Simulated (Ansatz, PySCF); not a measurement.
Al(All)(F)(OH) (C3H6AlFO), SMILES C=C[CH2][Al]([OH])[F]. Atoms are numbered in the order given.

```xyz
12

Al     0.3182     0.4496     0.1224
C     -0.1513    -1.4220     0.2939
C     -1.0977    -1.3481    -0.8647
C     -0.7502    -1.2541    -2.1606
H     -0.6384    -1.7288     1.2271
H      0.7198    -2.0622     0.0881
H     -2.1634    -1.2640    -0.6142
H      0.2949    -1.3156    -2.4841
H     -1.5063    -1.1337    -2.9394
F      1.6513     0.8702    -0.7889
O     -0.6404     1.6691     0.8073
H     -0.5409     2.6079     0.6423
```
Charge 0, spin multiplicity 1.

The structure is a stationary point at PBE0-D3(BJ)/def2-SVP. The structure was generated by enumeration; whether it is a known compound was not checked. The values are those of a single conformer.

Two levels are set side by side: PBE-D3(BJ)/def2-SVP (Ansatz, an electronic-structure program) and PBE0-D3(BJ)/def2-SVP (Ansatz). Each level has its own optimised geometry; the coordinates shown are those of the second. Frequencies come from the Hessian of PySCF at each geometry. Differences are taken from unrounded values.

```
quantity                            PBE0-D3(BJ)
----------------------------------  -----------
mean bond length (Å)                      1.326
bond Al1–C2 (Å)                           1.937
bond Al1–F10 (Å)                          1.669
bond Al1–O11 (Å)                          1.696
bond C2–C3 (Å)                            1.498
bond C3–C4 (Å)                            1.345
bond C2–H5 (Å)                            1.096
bond C2–H6 (Å)                            1.100
bond C3–H7 (Å)                            1.098
bond C4–H8 (Å)                            1.096
bond C4–H9 (Å)                            1.092
bond O11–H12 (Å)                          0.958
highest harmonic wavenumber (cm⁻¹)         3986
mean harmonic wavenumber (cm⁻¹)            1261
zero-point energy (kcal/mol)              54.09
```

**Question.** What does PBE-D3(BJ) give, and how far is it from PBE0-D3(BJ)? (Estimate from the structure and the level; the computed values follow.)

**Answer.** 
| quantity | PBE-D3(BJ) | PBE-D3(BJ) minus PBE0-D3(BJ) |
|---|---|---|
| mean bond length (Å) | 1.336 | 0.010 |
| bond Al1–C2 (Å) | 1.950 | 0.013 |
| bond Al1–F10 (Å) | 1.683 | 0.014 |
| bond Al1–O11 (Å) | 1.713 | 0.018 |
| bond C2–C3 (Å) | 1.503 | 0.006 |
| bond C3–C4 (Å) | 1.356 | 0.011 |
| bond C2–H5 (Å) | 1.104 | 0.008 |
| bond C2–H6 (Å) | 1.108 | 0.008 |
| bond C3–H7 (Å) | 1.106 | 0.008 |
| bond C4–H8 (Å) | 1.104 | 0.008 |
| bond C4–H9 (Å) | 1.100 | 0.008 |
| bond O11–H12 (Å) | 0.970 | 0.012 |
| highest harmonic wavenumber (cm⁻¹) | 3810 | -176 |
| mean harmonic wavenumber (cm⁻¹) | 1220 | -41 |
| zero-point energy (kcal/mol) | 52.33 | -1.75 |

GGA bonds tend to be longer and softer than those of functionals with exact exchange. Differences between two approximate levels are no errors against the true value.
